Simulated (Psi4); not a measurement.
C6H13O3, charge +1, singlet, at the geometry of the source list; MP2/STO-3G (Psi4).

Input for Psi4:
```
memory 2 GB

molecule mol {
1 1
  C     2.406900    1.333700    1.050800
  O     1.197800    0.585500    0.981100
  C     1.337000   -0.754000    0.514000
  C    -0.067900   -1.157100    0.022400
  C    -0.050300   -2.124100   -1.142000
  O    -0.669500    0.118300   -0.394000
  C    -2.096600    0.377300    0.030900
  C    -2.536200    1.652400   -0.544000
  O    -2.619300   -0.437000    0.687100
  H     3.092000    0.874000    1.763500
  H     2.885300    1.399300    0.070800
  H     2.132200    2.325600    1.401800
  H     1.680900   -1.411500    1.315800
  H     2.057300   -0.791100   -0.313100
  H    -0.672900   -1.549800    0.847400
  H    -1.061600   -2.389100   -1.435600
  H     0.463800   -1.691200   -1.996500
  H     0.466800   -3.031300   -0.845600
  H     0.036700    0.758000    0.106000
  H    -2.751500    1.512400   -1.603500
  H    -3.453200    1.971600   -0.052600
  H    -1.777700    2.428100   -0.464600
}

set basis sto-3g
set reference rhf

energy('mp2')
print_variables()
```

Output, abridged:

```
    SCF Algorithm Type (re)set to DF.

   => Loading Basis Set <=

    Name: STO-3G
    Role: ORBITAL
    Keyword: BASIS

         ---------------------------------------------------------
                                   SCF
               by Justin Turney, Rob Parrish, Andy Simmonett
                          and Daniel G. A. Smith
                              RHF Reference
         ---------------------------------------------------------

  ==> Geometry <==

    Molecular point group: c1
    Full point group: C1

    Geometry (in Angstrom), charge = 1, multiplicity = 1:

       Center              X                  Y                   Z               Mass
    ------------   -----------------  -----------------  -----------------  -----------------
         C            2.725551655329     1.359142012699     0.912917601031    12.000000000000
         O            1.516451655329     0.610942012699     0.843217601031    15.994914619570
         C            1.655651655329    -0.728557987301     0.376117601031    12.000000000000
         C            0.250751655329    -1.131657987301    -0.115482398969    12.000000000000
         C            0.268351655329    -2.098657987301    -1.279882398969    12.000000000000
         O           -0.350848344671     0.143742012699    -0.531882398969    15.994914619570
         C           -1.777948344671     0.402742012699    -0.106982398969    12.000000000000
         C           -2.217548344671     1.677842012699    -0.681882398969    12.000000000000
         O           -2.300648344671    -0.411557987301     0.549217601031    15.994914619570
         H            3.410651655329     0.899442012699     1.625617601031     1.007825032230
         H            3.203951655329     1.424742012699    -0.067082398969     1.007825032230
         H            2.450851655329     2.351042012699     1.263917601031     1.007825032230
         H            1.999551655329    -1.386057987301     1.177917601031     1.007825032230
         H            2.375951655329    -0.765657987301    -0.450982398969     1.007825032230
         H           -0.354248344671    -1.524357987301     0.709517601031     1.007825032230
         H           -0.742948344671    -2.363657987301    -1.573482398969     1.007825032230
         H            0.782451655329    -1.665757987301    -2.134382398969     1.007825032230
         H            0.785451655329    -3.005857987301    -0.983482398969     1.007825032230
[...]
  @DF-RHF Final Energy:  -453.38140829094715
    Total Energy =                       -453.3814082909470926
[...]

  //>>>>>>>>>>>>>>>>>>>>>>>>>>>>>>>>>>>//
  //               DFMP2               //
  //<<<<<<<<<<<<<<<<<<<<<<<<<<<<<<<<<<<//

   => Loading Basis Set <=

    Name: (STO-3G AUX)
    Role: RIFIT
    Keyword: DF_BASIS_MP2

	 --------------------------------------------------------
	                          DF-MP2
	      2nd-Order Density-Fitted Moller-Plesset Theory

	        Rob Parrish, Justin Turney, Andy Simmonett,
	           Ed Hohenstein, and C. David Sherrill
	 --------------------------------------------------------

   => Auxiliary Basis Set <=

  Basis Set: (STO-3G AUX)
    Blend: DEF2-SVP-RI
    Number of shells: 222
    Number of basis functions: 614
    Number of Cartesian functions: 690
    Spherical Harmonics?: true
    Max angular momentum: 3

	 --------------------------------------------------------
	                 NBF =    58, NAUX =   614
	 --------------------------------------------------------
	   CLASS    FOCC     OCC    AOCC    AVIR     VIR    FVIR
	   PAIRS       0      36      36      22      22       0
	 --------------------------------------------------------

	-----------------------------------------------------------
	 ==================> DF-MP2 Energies <====================
	-----------------------------------------------------------
	 Reference Energy          =    -453.3814082909471495 [Eh]
	 Singles Energy            =      -0.0000000000000000 [Eh]
	 Same-Spin Energy          =      -0.0741983828647318 [Eh]
	 Opposite-Spin Energy      =      -0.3981333960763938 [Eh]
	 Correlation Energy        =      -0.4723317789411257 [Eh]
	 Total Energy              =    -453.8537400698882607 [Eh]
	-----------------------------------------------------------
	 ================> DF-SCS-MP2 Energies <==================
	-----------------------------------------------------------
	 SCS Same-Spin Scale       =       0.3333333333333333 [-]
	 SCS Opposite-Spin Scale   =       1.2000000000000000 [-]
	 SCS Same-Spin Energy      =      -0.0247327942882439 [Eh]
	 SCS Opposite-Spin Energy  =      -0.4777600752916725 [Eh]
	 SCS Correlation Energy    =      -0.5024928695799165 [Eh]
	 SCS Total Energy          =    -453.8839011605270457 [Eh]
	-----------------------------------------------------------

  Variable Map:
  ----------------------------------------------------------------------------
[...]
  Array Variable Map:
  ----------------------------------------------------------------------------
[...]
[...]
```
